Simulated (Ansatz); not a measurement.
System: sum formula HSiO, net charge -1, singlet state. It need not be the lowest isomer of its formula. Whether it binds its extra electron was not tested at this geometry. 
Geometry from a B3LYP-D3(BJ)/def2-TZVP (Ansatz, a first-principles code) optimisation:
SMILES: O=[SiH-]
```xyz
3

Si    -0.0850    -0.5229     0.0236
O     -0.0355     1.0435    -0.0421
H      1.4737    -1.0276     0.0065
```
Charge -1, spin multiplicity 1.

Basis-set convergence of Hartree-Fock and CCSD correlation energies (hartree) with Ansatz. Correlated levels leave the core frozen unless marked. Spin-orbit coupling is left out. No relativistic terms.

The Hartree-Fock reference is unstable (checked in the largest basis), which strains HF and MP2. 

```
basis        functions       E(HF)  E(corr, CCSD)
-----------  ---------  ----------  -------------
def2-SVPD           55  -364.21399       -0.32050
def2-TZVPPD        105  -364.41117       -0.37842
def2-QZVPPD        175  -364.42354       -0.40048
```

Extrapolating the two largest sets (X = 3 and 4) as X^-3: E(corr) = (64·(-0.40048) - 27·(-0.37842))/37 = -0.4166 Eh, an estimate of the basis-set limit. The largest set recovers 96.1 % of it, the smallest 76.9 %.
